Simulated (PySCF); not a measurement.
**Stationary points of [TaF4]+**

Level of theory: PBE0 in PySCF with Ta def2-SVP with ECP60, F def2-SVP; scalar-relativistic core potentials, no spin–orbit coupling; density-fitted integrals.

Relaxations began from a few typed shapes. The search is not exhaustive: other isomers or separated fragments can lie lower, and high-lying points may rest on an excited occupation.

Question: Order these stationary points by electronic energy, lowest first, in kJ/mol from the lowest minimum.
A. singlet D4h: Ta–F 1.843 Å (×4); F–Ta–F 90.0° (×4), F–Ta–F 180.0° (×2)
B. singlet Td: Ta–F 1.810 Å (×4); F–Ta–F 109.5° (×6)

Answer: B (0.0), A (297.5).

Question: Which of them are minima?

Answer: By energy in kJ/mol, 0.0: minimum; 297.5: saddle point, 2 imaginary modes.

Formally Ta is in oxidation state +5, d0. The polar-tensor charge on Ta, 3.16, is below the formal one.

For the lowest minimum: stability towards spin polarisation was not tested. No spin–orbit coupling is included, which matters more the heavier the element.
